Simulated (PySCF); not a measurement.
PySCF input for C₂H₈FNSi₂, SMILES C=C[Si@H](N)[SiH2]F, KT2/pcSseg-1. The structure is a stationary point at B3LYP-D3(BJ)/def2-SVP. The structure was generated by enumeration; whether it is a known compound was not checked. One conformer was computed; it need not be the lowest.

```python
import numpy as np
from pyscf import gto, scf, dft
from pyscf.prop.nmr import rks as nmr

mol = gto.M(
    atom='''
    C    -2.52597765   -0.85309901    0.07951874
    C    -1.61394312   -0.45868994    0.97946345
    Si   -0.26178094    0.76860253    0.56997497
    N    -0.74831859    1.66008512   -0.84138304
    Si    1.74825176   -0.32470412    0.03562789
    F     1.48040053   -1.38589082   -1.18337020
    H    -2.51956399   -0.45836478   -0.94245423
    H    -3.30954095   -1.58028574    0.32097301
    H    -1.65302421   -0.88551711    1.99063826
    H     0.01498914    1.57724855    1.80744108
    H    -1.61796346    2.18663656   -0.82312833
    H    -0.05647707    2.13185174   -1.41522501
    H     2.80231647    0.62728217   -0.43092840
    H     2.28282246   -1.09027361    1.20036329
    ''',
    basis='pcSseg-1',
    charge=0,
    spin=0,
    max_memory=1600,
    verbose=3,
)
mf = dft.RKS(mol, xc='kt2')
mf.grids.level = 3
mf.conv_tol = 1e-10
mf.max_cycle = 100
mf.kernel()
n = nmr.NMR(mf)
n.verbose = 2
n.max_cycle_cphf = 60
sigma = n.kernel()
print('atom   isotropic/ppm   span/ppm')
for i, s in enumerate(sigma):
    w = np.linalg.eigvalsh((s + s.T) / 2)
    print(f'{mol.atom_symbol(i):2s}{i + 1:3d} {w.mean():14.3f} {w[2] - w[0]:11.3f}')
```

Output:

```
converged SCF energy = -823.234126190964
atom   isotropic/ppm   span/ppm
C   1         47.413     239.370
C   2         53.697     209.329
Si  3        397.957      90.137
N   4        260.033      86.328
Si  5        356.992     196.871
F   6        431.733      85.789
H   7         24.625       7.791
H   8         24.759       6.464
H   9         25.055       1.752
H  10         25.929       8.630
H  11         31.148      18.548
H  12         30.986      18.716
H  13         25.485       7.088
H  14         25.614       7.044
```

Self-consistency was reached.
